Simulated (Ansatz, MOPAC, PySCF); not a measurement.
Species: CH3Si (charge +1, singlet). SMILES of the parent species: [Si]C
Coordinates optimised at B3LYP-D3(BJ)/def2-TZVP (Ansatz, an electronic-structure program):
```
C
H 1 1.1015
H 1 1.1015 2 107.80
H 1 1.1015 2 107.80 3 -116.12
Si 1 1.8103 2 111.09 3 121.94
```
Charge +1, spin multiplicity 1.

Unscaled harmonic wavenumbers (cm⁻¹) in rising order, each level at the stationary point that it reaches from this structure (no distance between atoms moves by over 0.3 Å); the order of modes can differ between levels, and a negative number is imaginary. B3LYP-D3(BJ)/def2-TZVP (PySCF, at the structure above): 468, 469, 757, 1252, 1345, 1345, 2952, 3021, 3021.

AM1 (MOPAC): 701, 701, 861, 1310, 1310, 1367, 2936, 2936, 3076. Zero-point energy 21.7 against 20.9 kcal/mol; where all levels lie over 400 cm⁻¹, the wavenumbers are on average 1.128 times those of B3LYP-D3(BJ)/def2-TZVP.

PM7 (MOPAC): 709, 811, 811, 1171, 1171, 1278, 2544, 2544, 2693. Zero-point energy 19.6 against 20.9 kcal/mol; where all levels lie over 400 cm⁻¹, the wavenumbers are on average 1.074 times those of B3LYP-D3(BJ)/def2-TZVP.

HF/3-21G (Ansatz): 746, 754, 754, 1487, 1542, 1542, 3114, 3186, 3186. Zero-point energy 23.3 against 20.9 kcal/mol; where all levels lie over 400 cm⁻¹, the wavenumbers are on average 1.205 times those of B3LYP-D3(BJ)/def2-TZVP.

B3LYP/6-31G* (Ansatz): 521, 521, 740, 1307, 1378, 1378, 2973, 3044, 3044. Zero-point energy 21.3 against 20.9 kcal/mol; where all levels lie over 400 cm⁻¹, the wavenumbers are on average 1.035 times those of B3LYP-D3(BJ)/def2-TZVP.
